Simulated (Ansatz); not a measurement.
C2H5S, doublet, at a GFN2-xTB geometry; CCSD(T)/6-31G* run with Ansatz (an electronic-structure program).

Ansatz was given this input:
Ansatz 0.2 input:
```yaml
crystal:
  periodic: [false, false, false]
  atoms:
    - {symbol: C, position_ang: [0.00596101, 1.31810472, -0.60732876]}
    - {symbol: S, position_ang: [-0.17114785, 0.11511586, 0.58372680]}
    - {symbol: C, position_ang: [0.22202030, -1.37363243, -0.38519703]}
    - {symbol: H, position_ang: [0.71061926, 1.15790413, -1.39965789]}
    - {symbol: H, position_ang: [-0.22649668, 2.31627681, -0.29702164]}
    - {symbol: H, position_ang: [0.13226791, -2.22530445, 0.28055238]}
    - {symbol: H, position_ang: [-0.48349098, -1.45937936, -1.20603518]}
    - {symbol: H, position_ang: [1.23757816, -1.29818465, -0.76231178]}
basis:
  gaussian:
    orbitals: 6-31G*
magnetization: {spin_polarized: true, initial_magnetization: 1}
correlation: {method: ccsd_t, electrons: outside_noble_gas}
accuracy: high
```

Predict the main parts of the log of this Ansatz run.


```
Functional definition: HF
1346 factors; integrals over basis functions are off by at most 3.6e-9 eV
mean field evaluation 1: about -12953.8687 eV, gradient 1.4e1 eV
mean field evaluation 2: about -12953.8743 eV, gradient 1.4e1 eV
mean field evaluation 4: about -12955.4184 eV, gradient 2.2e0 eV
mean field evaluation 8: about -12955.5297 eV, gradient 1.7e-1 eV
mean field evaluation 16: about -12955.1995 eV, gradient 5.3e0 eV
mean field evaluation 32: about -12950.0874 eV, gradient 1.3e-1 eV
mean field -12955.53041491 eV, -476.1069611741 hartree, gradient 3.4e-8 eV, S^2 0.764535; 0 other end points of the search recorded, 0 dependent functions left out
7 core orbitals not correlated
reference -12955.53041491 eV, -476.1069611741 hartree; 10, 9 occupied and 42, 43 virtual orbitals, 1346 factors
second order -9.86615674 eV of doubles, -0.00000000 eV of singles
cycle   1  -10.63531925 eV  change   -7.7e-1 eV  update   7.8e-2
cycle   2  -10.98972450 eV  change   -3.5e-1 eV  update   2.7e-2
cycle   3  -11.05325990 eV  change   -6.4e-2 eV  update   1.5e-2
cycle   4  -11.05579509 eV  change   -2.5e-3 eV  update   7.7e-3
cycle   5  -11.05604980 eV  change   -2.5e-4 eV  update   3.2e-3
cycle   6  -11.05578950 eV  change    2.6e-4 eV  update   9.7e-4
cycle   7  -11.05576429 eV  change    2.5e-5 eV  update   3.9e-4
cycle   8  -11.05575729 eV  change    7.0e-6 eV  update   1.6e-4
cycle   9  -11.05572979 eV  change    2.7e-5 eV  update   6.6e-5
cycle  10  -11.05574311 eV  change   -1.3e-5 eV  update   2.9e-5
cycle  11  -11.05575035 eV  change   -7.2e-6 eV  update   1.4e-5
cycle  12  -11.05574714 eV  change    3.2e-6 eV  update   6.0e-6
cycle  13  -11.05574517 eV  change    2.0e-6 eV  update   2.2e-6
cycle  14  -11.05574324 eV  change    1.9e-6 eV  update   8.3e-7
cycle  15  -11.05574302 eV  change    2.2e-7 eV  update   3.5e-7
cycle  16  -11.05574311 eV  change   -9.2e-8 eV  update   1.6e-7
cycle  17  -11.05574315 eV  change   -4.2e-8 eV  update   7.2e-8
cycle  18  -11.05574318 eV  change   -3.1e-8 eV  update   3.8e-8
cycle  19  -11.05574319 eV  change   -1.3e-8 eV  update   2.5e-8
cycle  20  -11.05574283 eV  change    3.7e-7 eV  update   1.1e-7
cycle  21  -11.05574280 eV  change    2.7e-8 eV  update   3.0e-8
cycle  22  -11.05574278 eV  change    2.4e-8 eV  update   9.0e-9
cycle  23  -11.05574277 eV  change    4.7e-9 eV  update   4.5e-9
cycle  24  -11.05574277 eV  change    3.8e-9 eV  update   2.1e-9
cycle  25  -11.05574277 eV  change   7.7e-10 eV  update  9.4e-10
perturbative correction -0.32506473 eV, -0.0119459083 hartree
Total energy: -12966.91122240 eV, -476.5251981353 hartree
```
